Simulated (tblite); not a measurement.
Compound: CH₉N₃O₂Si₃.
SMILES with atom numbers: `[O:1]=[C:2]1[NH:3][Si@H:4]([OH:5])[NH:6][SiH2:7][NH:8][SiH2:9]1` (hydrogens: H10 on N3; H11 on Si4; H12 on O5; H13 on N6; H14, H15 on Si7; H16 on N8; H17, H18 on Si9)

Computed with GFN2-xTB (tblite), gas phase: L-BFGS steps from a force-field or distance-geometry start until the largest atomic force falls under 0.01 eV/Å.

Step 173: E = -789.0611 eV
```
atom  x, y, z in Å  |  force x, y, z in eV/Å
O1      0.8425    2.9809    0.5440   -0.019  -0.032   0.003
C2      0.4650    1.9118    0.0933   -0.003   0.007   0.023
N3     -0.7994    1.4700    0.3234    0.004  -0.015   0.024
Si4    -1.5983    0.0854   -0.3553    0.007  -0.015   0.013
O5     -3.1656    0.1210    0.0706   -0.018   0.010   0.039
N6     -0.8608   -1.3628    0.2293   -0.012  -0.067   0.026
Si7     0.7583   -1.7489    0.7184   -0.017  -0.033   0.026
N8      1.8671   -0.6908   -0.0847    0.036  -0.018   0.007
Si9     1.6487    0.8091   -0.9224    0.009   0.017  -0.022
H10    -1.3469    2.1188    0.8797   -0.002   0.003  -0.021
H11    -1.6862    0.2039   -1.8040   -0.022  -0.036  -0.007
H12    -3.4484    0.0004    0.9745    0.028   0.016  -0.048
H13    -1.4686   -2.1676    0.1884    0.059   0.089  -0.003
H14     1.0314   -3.1270    0.2885   -0.011   0.014   0.011
H15     0.8909   -1.6123    2.1806   -0.023   0.027  -0.070
H16     2.8099   -1.0456   -0.1050   -0.043   0.016  -0.017
H17     2.9507    1.4699   -0.9595    0.016   0.000  -0.002
H18     1.1009    0.5901   -2.2715    0.011   0.017   0.015
```

Step 174: E = -789.0616 eV
```
atom  x, y, z in Å  |  force x, y, z in eV/Å
O1      0.8465    2.9750    0.5554    0.001  -0.006   0.011
C2      0.4681    1.9093    0.0986   -0.026  -0.011   0.018
N3     -0.7976    1.4696    0.3249   -0.026  -0.042   0.023
Si4    -1.5974    0.0851   -0.3553    0.016   0.013   0.018
O5     -3.1660    0.1210    0.0663    0.026   0.024  -0.070
N6     -0.8592   -1.3622    0.2300    0.023   0.052   0.021
Si7     0.7581   -1.7432    0.7230    0.018  -0.063   0.013
N8      1.8674   -0.6941   -0.0896    0.042   0.005   0.005
Si9     1.6469    0.8077   -0.9226    0.001   0.012  -0.035
H10    -1.3438    2.1163    0.8848   -0.001   0.001  -0.026
H11    -1.6834    0.2034   -1.8042   -0.022  -0.034  -0.007
H12    -3.4517   -0.0027    0.9661   -0.008   0.001   0.065
H13    -1.4601   -2.1674    0.1812   -0.035  -0.021  -0.010
H14     1.0276   -3.1231    0.2964   -0.004   0.012   0.024
H15     0.8879   -1.5962    2.1828   -0.017   0.025  -0.047
H16     2.8095   -1.0497   -0.1155   -0.035   0.005  -0.012
H17     2.9462    1.4712   -0.9656    0.036   0.005  -0.002
H18     1.0922    0.5861   -2.2684    0.013   0.023   0.012
```

Step 175: E = -789.0621 eV
```
atom  x, y, z in Å  |  force x, y, z in eV/Å
O1      0.8502    2.9704    0.5632   -0.001  -0.015   0.001
C2      0.4701    1.9072    0.1017   -0.010  -0.014   0.021
N3     -0.7958    1.4681    0.3268   -0.022  -0.036   0.017
Si4    -1.5983    0.0866   -0.3553    0.001   0.028   0.004
O5     -3.1667    0.1250    0.0674   -0.007  -0.003   0.063
N6     -0.8591   -1.3599    0.2280   -0.039  -0.021   0.013
Si7     0.7564   -1.7368    0.7273    0.046  -0.048   0.000
N8      1.8695   -0.6963   -0.0924    0.010   0.014   0.007
Si9     1.6480    0.8067   -0.9232   -0.005   0.016  -0.027
H10    -1.3415    2.1149    0.8867   -0.009   0.007  -0.015
H11    -1.6846    0.2070   -1.8042   -0.022  -0.033  -0.004
H12    -3.4519   -0.0200    0.9675    0.032   0.025  -0.068
H13    -1.4548   -2.1698    0.1628    0.003   0.034  -0.004
H14     1.0227   -3.1190    0.3097    0.003  -0.003   0.026
H15     0.8823   -1.5742    2.1845   -0.014   0.022  -0.029
H16     2.8085   -1.0574   -0.1269   -0.014  -0.004  -0.010
H17     2.9463    1.4720   -0.9685    0.035   0.002  -0.003
H18     1.0898    0.5818   -2.2668    0.013   0.029   0.009
```

Q: Estimate the geometry and energy of step 176. (The exact step hangs on the optimiser's Hessian estimate; all steps are aligned on step 175, rigid shifts and turns removed.)

A: E = -789.0626 eV, largest force 0.119 eV/Å
```
atom  x, y, z in Å  |  force x, y, z in eV/Å
O1      0.8514    2.9673    0.5613   -0.010  -0.007   0.002
C2      0.4702    1.9040    0.1010   -0.003  -0.032   0.025
N3     -0.7946    1.4634    0.3316    0.014  -0.022  -0.003
Si4    -1.6016    0.0871   -0.3536   -0.009  -0.025  -0.002
O5     -3.1685    0.1276    0.0758    0.017   0.006  -0.003
N6     -0.8609   -1.3642    0.2190   -0.030  -0.068   0.016
Si7     0.7562   -1.7328    0.7288   -0.045  -0.043  -0.012
N8      1.8716   -0.6957   -0.0897    0.006   0.037  -0.018
Si9     1.6508    0.8056   -0.9238   -0.007   0.020   0.000
H10    -1.3385    2.1122    0.8902   -0.021   0.015   0.000
H11    -1.6928    0.2094   -1.8031   -0.022  -0.027   0.015
H12    -3.4530   -0.0193    0.9744    0.022   0.014  -0.013
H13    -1.4514   -2.1788    0.1367    0.053   0.106   0.005
H14     1.0261   -3.1169    0.3214    0.003  -0.004   0.030
H15     0.8759   -1.5514    2.1831   -0.017   0.011  -0.012
H16     2.8071   -1.0634   -0.1324    0.015  -0.009  -0.013
H17     2.9484    1.4733   -0.9656    0.029  -0.002  -0.006
H18     1.0947    0.5788   -2.2666    0.006   0.028  -0.011
```

The energy changes by -0.0006 eV. The first-order estimate −F·Δx gives -0.0011 eV and the mean of the old and new forces, exact on a quadratic surface, -0.0005 eV. The step makes an angle of 82° with the force vector and moves no atom by more than 0.028 Å.

What follows is the cost of the whole relaxation. The run took 2.4 s on one thread of an Arm Neoverse V1, no GPU, on a shared host.
